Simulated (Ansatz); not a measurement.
Wavefunction ladder for O₂Zr, SMILES `[O]=[Zr]=[O]`

```xyz
3

O    -0.943   -1.032    0.439
Zr   -0.369    0.583    0.036
O     1.312    0.449   -0.475
```

Charge 0, multiplicity 1. Correlated methods include outer-core shells of Zr, which these sets cover unevenly. Zr: def2 effective core potential. The structure was optimised at the PBE0-D4/def2-TZVP level. Frozen core, restricted reference, Ansatz.

| basis | HF (Eh) | MP2 corr. |
| --- | --- | --- |
| def2-SVP | -196.12447 | -0.66119 |
| def2-TZVPP | -196.33303 | -0.85767 |
| def2-QZVPP | -196.34321 | -0.94730 |

**Question.** Estimate the CCSD correlation energy and the (T) correction in each basis where they were run (hartree).

**Answer.** 
```tsv
basis	CCSD corr.	(T)
def2-SVP	-0.62453	-0.03368
def2-TZVPP	-0.81373	-0.04853
def2-QZVPP	-0.90085	-0.05486
```
